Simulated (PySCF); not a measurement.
Excitations are Tamm–Dancoff values on a coarser integration grid. The basis has no diffuse functions, so Rydberg states are missing or too high.

Z-matrix (Å, degrees):
```
Si
O 1 1.6735
H 2 0.9693 1 115.93
H 1 1.4930 2 104.92 3 -178.36
H 1 1.5026 4 108.51 2 119.27
Si 1 2.3549 4 110.92 5 119.15
H 6 1.4967 1 111.43 4 55.78
H 6 1.4982 7 108.77 1 121.84
H 6 1.4995 7 108.10 8 117.22
```
Charge 0, spin multiplicity 1.

### Question
Predict the total energy, dipole moment and S1–T1 gap (TDA) from PySCF 2.14.0 with PBE-D3(BJ)/def2-TZVP.

### Answer

- total energy = -657.5099 Ha
- dipole moment = 1.18 D
- S1–T1 gap (TDA) = 0.60 eV
